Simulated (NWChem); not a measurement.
Species: phosphorus nitride (PN); SMILES N#P

All runs: NWChem. Geometry: optimised at B3LYP/6-31G* (spherical d).

Diagonal of the polarisability tensor at Hartree-Fock/def2-TZVPD, static: 23.74, 23.74, 35.99 bohr³.

### Question
Find the mean polarisability volume, the molar refraction, and the refractive index that an ideal gas of it would have at 273.15 K and 1 atm.

### Answer

1. Mean: one third of the trace = 27.82 bohr³ × 0.14818 Å³/bohr³ = 4.12 Å³.
2. Molar refraction (Lorentz-Lorenz): (4π/3) N_A α = 10.4 cm³/mol.
3. Number density p/kT = 2.687 × 10⁻⁵ Å⁻³; n − 1 = 2π N α = 6.96 × 10⁻⁴.
4. These hold the electronic response alone: vibrational and orientational terms add to the static dielectric constant.
